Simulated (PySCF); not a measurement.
Constitutional and geometric isomers with formula C2H8N2. All species are isolated molecules in the gas phase. One relaxed conformer stands for each flexible species; it need not be the lowest. Strings in code marks are SMILES.

The HOMO–LUMO gap from two functionals at the same geometries (PBE0-D3(BJ)/def2-TZVP), both in PySCF: PBE-D3(BJ)/def2-TZVP and PBE0-D3(BJ)/def2-TZVP. 

```
species   PBE-D3(BJ)/def2-TZVP (eV)  PBE0-D3(BJ)/def2-TZVP (eV)
--------  -------------------------  --------------------------
`CC(N)N`                       5.23                        7.50
`N(C)CN`                       5.38                        7.61
`NCCN`                         5.29                        7.59
```

Over these rows, drawn at random from the members with no instability flagged (it was tested for open shells, ions and some series alone), PBE minus PBE0-D3(BJ): mean -2.27 eV, from -2.30 eV to -2.24 eV.
